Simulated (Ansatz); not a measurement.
```yaml
crystal:
  periodic: [false, false, false]
  atoms:
    - {symbol: C, position_ang: [-0.072100, 2.270952, 0.479601]}
    - {symbol: C, position_ang: [-0.645244, 0.791879, 0.985065]}
    - {symbol: In, position_ang: [-0.015024, -0.896645, -0.119817]}
    - {symbol: N, position_ang: [-0.821132, -2.677192, -0.265845]}
    - {symbol: N, position_ang: [1.459823, -0.866136, -1.417714]}
    - {symbol: H, position_ang: [1.118589, 2.186563, 0.672736]}
    - {symbol: H, position_ang: [-0.289834, 3.031703, 1.147128]}
    - {symbol: H, position_ang: [-0.102350, 2.404286, -0.559787]}
    - {symbol: H, position_ang: [-0.566729, 0.835267, 1.845534]}
    - {symbol: H, position_ang: [-1.726176, 0.962862, 0.732678]}
    - {symbol: H, position_ang: [-1.442493, -2.972664, 0.732617]}
    - {symbol: H, position_ang: [-0.345100, -3.492863, -0.454194]}
    - {symbol: H, position_ang: [1.579685, -1.544176, -2.117848]}
    - {symbol: H, position_ang: [1.889949, 0.127806, -1.852302]}
basis:
  gaussian: {orbitals: def2-SVP, final_grid: {core_spheres: 5, valence_spheres: 4, degree: 11}}
magnetization: {spin_polarized: true, initial_magnetization: 0}
hamiltonian: {xc: {name: PBE0-DH}}
charge: 1
```

```sh
$ ansatz run in.yaml --threads 4 --pin off --events-out ev --progress --plain --max-ram 11315MiB
```

Output, abridged:

```
Error: YAML parse error: error: line 22 column 1: unknown field `charge`, expected one of crystal, accuracy, basis, kpoints, hamiltonian, magnetization, projection, total_charge, correlation, batch, efield, external_charges, scf, relax, neb, saddle, md, ramp, phonons, dielectric, real_time, elastic, magnetic_configurations, gw, evaluate, workflow, output, checkpoint, execution
20 | magnetization: {spin_polarized: true, initial_magnetization: 0}
21 | hamiltonian: {xc: {name: PBE0-DH}}
22 | charge: 1
```

Task: Something in this input is off. What?

Result: The input holds a key that doesn't belong there. The input was rejected before any iteration.
